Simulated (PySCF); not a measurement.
## Assigning NMR signals

Cartesian coordinates in Å; atom numbers follow the order of the lines, from 1:
```xyz
14

C    -1.4077   -0.9888    0.0513
C    -0.3904   -0.1595    0.8418
C     0.4272    0.7079   -0.0674
P     0.0934    2.2751   -0.5716
C     1.6695    0.0872   -0.6092
F     1.4527   -1.0673   -1.2683
F     2.3054    0.8989   -1.4705
F     2.5608   -0.2109    0.3586
H    -2.0563   -0.3352   -0.5292
H    -2.0185   -1.5713    0.7361
H    -0.9028   -1.6687   -0.6297
H     0.2722   -0.8309    1.3932
H    -0.9217    0.4685    1.5607
H    -1.0845    2.3945    0.1821
```

[PySCF 2.14.0 with density-fitted response routines: σ from GIAO-PBE0/pcSseg-1; GFN2-xTB geometry; isolated molecule; one conformer; non-relativistic; equivalent nuclei averaged]

Scale: 13C (σ = 186.93 ppm) and 1H (σ = 31.72 ppm) vs TMS (reference shieldings calculated alike).

Problem. Assign these signals to the numbered atoms. 13C{1H} NMR (computed): δ 222.2 (C), 134.6 (C), 39.9 (CH2), 23.7 (CH3).

Solution. 
| δ (ppm) | atoms | environment | reason |
| --- | --- | --- | --- |
| 222.2 | C3 | carbon bonded to 2 C, P | – |
| 134.6 | C5 | carbon bonded to C, 3 F | – |
| 39.9 | C2 | carbon bonded to 2 C, 2 H | – |
| 23.7 | C1 | carbon bonded to C, 3 H | – |

Problem. Assign these signals to the numbered atoms. 1H NMR (400 MHz, computed): δ 6.64 (m, 1H), 2.96 (m, 2H), 1.43 (t, 3H).

Solution. 
6.64 → H14, hydrogen on a phosphorus bonded to C
2.96 → H12/H13, hydrogen on a carbon bonded to 2 C
1.43 → H9/H10/H11, hydrogen on a carbon bonded to C

Splittings by 19F and 31P in the carbon and heteronuclear signals aren't shown, as no couplings were computed. Shifts are as computed. Against solution values, carbons near 30 ppm lie about +3 ppm off and those near 130 ppm about +5 ppm. Of 1211 compounds with measured shifts, 218 miss one by over three times the rms of a fit or turn the order of signals round; such compounds aren't used in these exercises. No couplings were computed; multiplicities are counted from neighbouring protons, with m where these are inequivalent, close in shift, in a saturated or five-membered ring or joined by F or P, and br s for small geminal =CH2 splittings.
